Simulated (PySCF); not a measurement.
C4H9BO2 (SMILES CB(C)OC(C)=O), singlet, geometry from GFN2-xTB, with bond 16-12 at 2.4 times its length; CASSCF(4,3)/STO-3G (PySCF).

Here is a job for PySCF.
```python
from pyscf import gto, scf, mcscf
import numpy

mol = gto.Mole()
mol.atom = '''
    B    -0.312208    1.035032    0.494923
    C     0.800021    1.921487   -0.197309
    H     1.764480    1.716828    0.266114
    H     0.613855    2.988074   -0.109102
    H     0.925487    1.679465   -1.250856
    C    -1.357445    1.649666    1.513722
    H    -2.024258    0.903916    1.936595
    H    -1.968719    2.407727    1.028195
    H    -0.848673    2.151226    2.334122
    O    -0.465732   -0.300635    0.232959
    C     0.349179   -1.122585   -0.452555
    C    -0.391322   -2.339538   -0.943203
    O     1.520381   -0.923170   -0.612331
    H     0.289309   -3.000644   -1.470533
    H    -1.197753   -2.028485   -1.603678
    H    -1.450100   -3.581461    1.093854
'''
mol.basis = 'sto-3g'
mol.charge = 0
mol.spin = 0
mol.verbose = 4
mol.build()

mf = scf.RHF(mol)
mf.kernel()
mc = mcscf.CASSCF(mf, 3, 4)
mc.fix_spin_(ss=0.0)
mc = mc.newton()
mc.kernel()
occ = numpy.linalg.eigvalsh(mc.fcisolver.make_rdm1(mc.ci, mc.ncas, mc.nelecas))[::-1]
ss = mc.fcisolver.spin_square(mc.ci, mc.ncas, mc.nelecas)[0]
print('natural occupations', occ.round(4), ' <S^2>', round(ss, 4))
```

Predict the main parts of the log of this PySCF run.


```
PySCF version 2.14.0

[INPUT] verbose = 4
[INPUT] num. atoms = 16
[INPUT] num. electrons = 54
[INPUT] charge = 0
[INPUT] spin (= nelec alpha-beta = 2S) = 0
[INPUT] symmetry False subgroup None
[INPUT] Mole.unit = angstrom
[INPUT] Symbol           X                Y                Z      unit          X                Y                Z       unit  Magmom
[INPUT]  1 B     -0.312208000000   1.035032000000   0.494923000000 AA   -0.589987613898   1.955927010161   0.935268922748 Bohr   0.0
[INPUT]  2 C      0.800021000000   1.921487000000  -0.197309000000 AA    1.511820583901   3.631084181912  -0.372859971912 Bohr   0.0
[INPUT]  3 H      1.764480000000   1.716828000000   0.266114000000 AA    3.334383952273   3.244334722985   0.502882577913 Bohr   0.0
[INPUT]  4 H      0.613855000000   2.988074000000  -0.109102000000 AA    1.160017830195   5.646641499934  -0.206172899642 Bohr   0.0
[INPUT]  5 H      0.925487000000   1.679465000000  -1.250856000000 AA    1.748916961845   3.173728885793  -2.363775261269 Bohr   0.0
[INPUT]  6 C     -1.357445000000   1.649666000000   1.513722000000 AA   -2.565199279160   3.117416937007   2.860520008729 Bohr   0.0
[INPUT]  7 H     -2.024258000000   0.903916000000   1.936595000000 AA   -3.825293225460   1.708153679612   3.659634164202 Bohr   0.0
[INPUT]  8 H     -1.968719000000   2.407727000000   1.028195000000 AA   -3.720339726228   4.549944612721   1.943006952647 Bohr   0.0
[INPUT]  9 H     -0.848673000000   2.151226000000   2.334122000000 AA   -1.603759539313   4.065227972044   4.410851321322 Bohr   0.0
[INPUT] 10 O     -0.465732000000  -0.300635000000   0.232959000000 AA   -0.880105927446  -0.568117813459   0.440228708253 Bohr   0.0
[INPUT] 11 C      0.349179000000  -1.122585000000  -0.452555000000 AA    0.659852678450  -2.121378201545  -0.855205006303 Bohr   0.0
[INPUT] 12 C     -0.391322000000  -2.339538000000  -0.943203000000 AA   -0.739491406517  -4.421086078013  -1.782395349868 Bohr   0.0
[INPUT] 13 O      1.520381000000  -0.923170000000  -0.612331000000 AA    2.873103694992  -1.744538466415  -1.157137887581 Bohr   0.0
[INPUT] 14 H      0.289309000000  -3.000644000000  -1.470533000000 AA    0.546714775372  -5.670395357319  -2.778904627135 Bohr   0.0
[INPUT] 15 H     -1.197753000000  -2.028485000000  -1.603678000000 AA   -2.263425134876  -3.833281097788  -3.030512211990 Bohr   0.0
[INPUT] 16 H     -1.450100000000  -3.581461000000   1.093854000000 AA   -2.740291853232  -6.767980415811   2.067084480260 Bohr   0.0

nuclear repulsion = 287.846471888423
number of shells = 30
number of NR pGTOs = 132
number of NR cGTOs = 44
basis = sto-3g
ecp = {}

******** <class 'pyscf.scf.hf.RHF'> ********
method = RHF
initial guess = minao
damping factor = 0
level_shift factor = 0
DIIS = <class 'pyscf.scf.diis.CDIIS'>
diis_start_cycle = 1
diis_space = 8
diis_damp = 0
SCF conv_tol = 1e-09
SCF conv_tol_grad = None
SCF max_cycles = 50
direct_scf = True
direct_scf_tol = 1e-13
Set gradient conv threshold to 3.16228e-05
Initial guess from minao.
init E= -327.948057149734
  HOMO = -0.184964766902874  LUMO = -0.0906664499764499  gap/eV = 2.56599
cycle= 1 E= -326.442678848675  delta_E= 1.51  |g|= 0.736  |ddm|= 4.85
  HOMO = -0.182978701198195  LUMO = 0.033304848202532  gap/eV = 5.88538
cycle= 2 E= -326.581396308161  delta_E= -0.139  |g|= 0.477  |ddm|= 1.42
  HOMO = -0.219381952475607  LUMO = 0.0606081448209712  gap/eV = 7.61892
cycle= 3 E= -326.639895301794  delta_E= -0.0585  |g|= 0.0937  |ddm|= 0.615
  HOMO = -0.225363002511555  LUMO = 0.0587196929546242  gap/eV = 7.73028
cycle= 4 E= -326.6435647498  delta_E= -0.00367  |g|= 0.0489  |ddm|= 0.199
  HOMO = -0.226303514219841  LUMO = 0.0597786908745174  gap/eV = 7.78469
cycle= 5 E= -326.644833794659  delta_E= -0.00127  |g|= 0.0229  |ddm|= 0.118
  HOMO = -0.226071946323558  LUMO = 0.0606541870155203  gap/eV = 7.80222
cycle= 6 E= -326.645107559047  delta_E= -0.000274  |g|= 0.00852  |ddm|= 0.0428
  HOMO = -0.225897227969948  LUMO = 0.0611668141873949  gap/eV = 7.81141
cycle= 7 E= -326.645188317824  delta_E= -8.08e-05  |g|= 0.00201  |ddm|= 0.0354
  HOMO = -0.225911532864862  LUMO = 0.0612029319987789  gap/eV = 7.81278
cycle= 8 E= -326.645191970743  delta_E= -3.65e-06  |g|= 0.000669  |ddm|= 0.0066
  HOMO = -0.225953413229749  LUMO = 0.0611634110652816  gap/eV = 7.81285
cycle= 9 E= -326.645192635754  delta_E= -6.65e-07  |g|= 0.000279  |ddm|= 0.00281
  HOMO = -0.225977420735329  LUMO = 0.0611379179280022  gap/eV = 7.81281
cycle= 10 E= -326.645192758138  delta_E= -1.22e-07  |g|= 0.000147  |ddm|= 0.00106
  HOMO = -0.225992056099571  LUMO = 0.0611337635582231  gap/eV = 7.81309
cycle= 11 E= -326.645192806781  delta_E= -4.86e-08  |g|= 2.28e-05  |ddm|= 0.00107
  HOMO = -0.225995112960254  LUMO = 0.0611324402180772  gap/eV = 7.81314
cycle= 12 E= -326.645192807608  delta_E= -8.27e-10  |g|= 4.85e-06  |ddm|= 0.000132
  HOMO = -0.225995514921682  LUMO = 0.0611320609034267  gap/eV = 7.81314
Extra cycle  E= -326.645192807625  delta_E= -1.72e-11  |g|= 3.22e-06  |ddm|= 1.24e-05
converged SCF energy = -326.645192807625

******** <class 'pyscf.mcscf.newton_casscf.CASSCF'> ********
CAS (2e+2e, 3o), ncore = 25, nvir = 16
max_cycle_macro = 50
max_cycle_micro = 10
conv_tol = 1e-07
conv_tol_grad = None
orbital rotation max_stepsize = 0.03
augmented hessian ah_max_cycle = 30
augmented hessian ah_conv_tol = 1e-12
augmented hessian ah_linear dependence = 1e-14
augmented hessian ah_level shift = 1e-08
augmented hessian ah_start_tol = 500
augmented hessian ah_start_cycle = 3
augmented hessian ah_grad_trust_region = 3
kf_trust_region = 3
kf_interval = 5
natorb = False
canonicalization = True
internal_rotation = False
******** <class 'pyscf.fci.addons.SpinPenaltyFCISolver'> ********
max. cycles = 50
conv_tol = 1e-08
davidson only = True
linear dependence = 1e-12
level shift = 0.001
max iter space = 12
nroots = 1
pspace_size = 400
spin = None

WARN: SO-CASSCF (Second order CASSCF) is an experimental feature. Its performance is bad for large systems.

CASCI E = -326.807017956691  dE = -326.80702  S^2 = 0.0000000
Set conv_tol_grad to 0.000316228
macro 1 (20 JK  15 micro), CASSCF E = -326.824022958263  dE = -0.01701  |grad|=0.0869  S^2 = 0.0000000
macro 2 (6 JK  2 micro), CASSCF E = -326.824250869833  dE = -0.0002279  |grad|=0.0145  S^2 = 0.0000000
macro 3 (5 JK  1 micro), CASSCF E = -326.824250869838  dE = -4.491e-12  |grad|=0.0145  S^2 = 0.0000000
macro 4 (5 JK  1 micro), CASSCF E = -326.824250869838  dE = 2.842e-13  |grad|=0.0145  S^2 = 0.0000000
macro 5 (5 JK  1 micro), CASSCF E = -326.824250869837  dE = 1.705e-13  |grad|=0.0145  S^2 = 0.0000000
macro 6 (5 JK  1 micro), CASSCF E = -326.824250869838  dE = -6.821e-13  |grad|=0.0145  S^2 = 0.0000000
macro 7 (5 JK  1 micro), CASSCF E = -326.824250869838  dE = -5.684e-14  |grad|=0.0145  S^2 = 0.0000000
macro 8 (5 JK  1 micro), CASSCF E = -326.824250869838  dE = 1.705e-13  |grad|=0.0145  S^2 = 0.0000000
macro 9 (5 JK  1 micro), CASSCF E = -326.824250869838  dE = 2.274e-13  |grad|=0.0145  S^2 = 0.0000000
macro 10 (5 JK  1 micro), CASSCF E = -326.824250869837  dE = 6.253e-13  |grad|=0.0145  S^2 = 0.0000000
macro 11 (13 JK  8 micro), CASSCF E = -326.824323450585  dE = -7.258e-05  |grad|=0.00161  S^2 = 0.0000000
macro 12 (11 JK  7 micro), CASSCF E = -326.824328649131  dE = -5.199e-06  |grad|=0.000909  S^2 = 0.0000000
macro 13 (11 JK  7 micro), CASSCF E = -326.82433838935  dE = -9.74e-06  |grad|=0.00077  S^2 = 0.0000000
macro 14 (11 JK  7 micro), CASSCF E = -326.82435117499  dE = -1.279e-05  |grad|=0.000621  S^2 = 0.0000000
macro 15 (11 JK  7 micro), CASSCF E = -326.824361617403  dE = -1.044e-05  |grad|=0.000397  S^2 = 0.0000000
macro 16 (7 JK  3 micro), CASSCF E = -326.824363449898  dE = -1.832e-06  |grad|=0.000221  S^2 = 0.0000000
macro 17 (9 JK  5 micro), CASSCF E = -326.824364159522  dE = -7.096e-07  |grad|=0.000201  S^2 = 0.0000000
macro 18 (8 JK  4 micro), CASSCF E = -326.824363852577  dE = 3.069e-07  |grad|=3.51e-05  S^2 = 0.0000000
macro 19 (6 JK  2 micro), CASSCF E = -326.824364142766  dE = -2.902e-07  |grad|=0.000279  S^2 = 0.0000000
macro 20 (8 JK  4 micro), CASSCF E = -326.824363724273  dE = 4.185e-07  |grad|=5.54e-05  S^2 = 0.0000000
macro 21 (5 JK  1 micro), CASSCF E = -326.824363724345  dE = -7.179e-11  |grad|=0.000953  S^2 = 0.0000000
macro 22 (5 JK  1 micro), CASSCF E = -326.82436372435  dE = -5.4e-12  |grad|=0.000955  S^2 = 0.0000000
macro 23 (5 JK  1 micro), CASSCF E = -326.82436372435  dE = 2.274e-13  |grad|=0.000954  S^2 = 0.0000000
macro 24 (5 JK  1 micro), CASSCF E = -326.82436372435  dE = -1.137e-13  |grad|=0.000954  S^2 = 0.0000000
macro 25 (5 JK  1 micro), CASSCF E = -326.82436372435  dE = -1.137e-13  |grad|=0.000954  S^2 = 0.0000000
macro 26 (5 JK  1 micro), CASSCF E = -326.82436372435  dE = 1.705e-13  |grad|=0.000954  S^2 = 0.0000000
macro 27 (5 JK  1 micro), CASSCF E = -326.82436372435  dE = 5.684e-14  |grad|=0.000954  S^2 = 0.0000000
macro 28 (5 JK  1 micro), CASSCF E = -326.82436372435  dE = 0  |grad|=0.000954  S^2 = 0.0000000
macro 29 (5 JK  1 micro), CASSCF E = -326.82436372435  dE = 1.137e-13  |grad|=0.000954  S^2 = 0.0000000
macro 30 (5 JK  1 micro), CASSCF E = -326.82436372435  dE = 0  |grad|=0.000954  S^2 = 0.0000000
macro 31 (5 JK  1 micro), CASSCF E = -326.82436372435  dE = -1.705e-13  |grad|=0.000954  S^2 = 0.0000000
macro 32 (5 JK  1 micro), CASSCF E = -326.82436372435  dE = 0  |grad|=0.000954  S^2 = 0.0000000
macro 33 (5 JK  1 micro), CASSCF E = -326.82436372435  dE = -5.684e-14  |grad|=0.000954  S^2 = 0.0000000
macro 34 (5 JK  1 micro), CASSCF E = -326.82436372435  dE = 1.705e-13  |grad|=0.000954  S^2 = 0.0000000
macro 35 (5 JK  1 micro), CASSCF E = -326.82436372435  dE = -1.137e-13  |grad|=0.000954  S^2 = 0.0000000
macro 36 (5 JK  1 micro), CASSCF E = -326.82436372435  dE = 5.684e-14  |grad|=0.000954  S^2 = 0.0000000
macro 37 (5 JK  1 micro), CASSCF E = -326.82436372435  dE = 1.137e-13  |grad|=0.000954  S^2 = 0.0000000
macro 38 (5 JK  1 micro), CASSCF E = -326.82436372435  dE = -5.684e-14  |grad|=0.000954  S^2 = 0.0000000
macro 39 (5 JK  1 micro), CASSCF E = -326.82436372435  dE = 1.137e-13  |grad|=0.000954  S^2 = 0.0000000
macro 40 (5 JK  1 micro), CASSCF E = -326.82436372435  dE = -5.684e-14  |grad|=0.000954  S^2 = 0.0000000
macro 41 (5 JK  1 micro), CASSCF E = -326.82436372435  dE = 5.684e-14  |grad|=0.000954  S^2 = 0.0000000
macro 42 (5 JK  1 micro), CASSCF E = -326.824363724349  dE = 1.705e-13  |grad|=0.000954  S^2 = 0.0000000
macro 43 (5 JK  1 micro), CASSCF E = -326.82436372435  dE = -1.137e-13  |grad|=0.000954  S^2 = 0.0000000
macro 44 (5 JK  1 micro), CASSCF E = -326.824363724349  dE = 5.684e-14  |grad|=0.000954  S^2 = 0.0000000
macro 45 (5 JK  1 micro), CASSCF E = -326.824363724349  dE = 1.705e-13  |grad|=0.000954  S^2 = 0.0000000
macro 46 (5 JK  1 micro), CASSCF E = -326.824363724349  dE = 1.137e-13  |grad|=0.000954  S^2 = 0.0000000
macro 47 (5 JK  1 micro), CASSCF E = -326.824363724349  dE = 0  |grad|=0.000954  S^2 = 0.0000000
macro 48 (5 JK  1 micro), CASSCF E = -326.824363724349  dE = 1.137e-13  |grad|=0.000954  S^2 = 0.0000000
macro 49 (5 JK  1 micro), CASSCF E = -326.824363724349  dE = -1.137e-13  |grad|=0.000954  S^2 = 0.0000000
macro 50 (4 JK  1 micro), CASSCF E = -326.824364167614  dE = -4.433e-07  |grad|=0.000954  S^2 = 0.0000000
newton CASSCF not converged, 50 macro (101 KF 209 Hx) steps
CASSCF canonicalization
Density matrix diagonal elements [1.99794753 1.30380977 0.6982427 ]
CASSCF energy = -326.824364167614
CASCI E = -326.824364167614  E(CI) = -4.49375182121366  S^2 = 0.0000000
natural occupations [1.9999 1.3019 0.6981]  <S^2> 0.0
```

Convergence was not reached.
